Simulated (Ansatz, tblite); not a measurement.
Removing an electron: H₂Se₂. Total charge 0; singlet. Geometry: r2SCAN-D4/def2-TZVP. Ansatz, gas phase; energy differences of separate SCF runs; the oxidised species was run as a doublet alone.

Cartesian coordinates in Å:
```
Se -0.468 0.800 -0.876
Se 1.163 -0.494 0.176
H -1.031 1.395 0.349
H 0.336 -1.701 0.352
```

The xTB rows come from tblite. Correlated methods freeze 18 core orbitals; core or outer-core shells of Se are correlated, in sets that lack core-valence functions. HOMO above LUMO, or a gap near zero within one spin, warns that the state may not be the lowest or that an electron is smeared out.

```csv
level,−HOMO (eV),vertical IE (eV),−LUMO (eV),HOMO–LUMO gap (eV),remarks
HF/def2-TZVPP,–,8.52,–,–,–
PBE-D4/def2-TZVP,6.02,9.18,2.57,3.45,gap within one spin near zero (+1 doublet)
r2SCAN-D4/def2-TZVP,6.30,9.36,2.42,3.88,gap within one spin near zero (+1 doublet)
PBE0-D4/def2-TZVP,7.19,9.41,1.70,5.49,–
MP2/def2-TZVPP,–,9.53,–,–,–
```

Problem. Estimate the rows for GFN1-xTB, GFN2-xTB, CCSD/def2-TZVPP, CCSD(T)/def2-TZVPP.

Solution. 
| level | −HOMO (eV) | vertical IE (eV) | −LUMO (eV) | HOMO–LUMO gap (eV) |
| --- | --- | --- | --- | --- |
| GFN1-xTB | 10.19 | 14.35 | 6.26 | 3.94 |
| GFN2-xTB | 10.80 | 13.69 | 7.48 | 3.32 |
| CCSD/def2-TZVPP | – | 9.41 | – | – |
| CCSD(T)/def2-TZVPP | – | 9.46 | – | – |

  Raw xTB energy differences between charge states are shifted by several eV; the methods need an empirical correction for them.
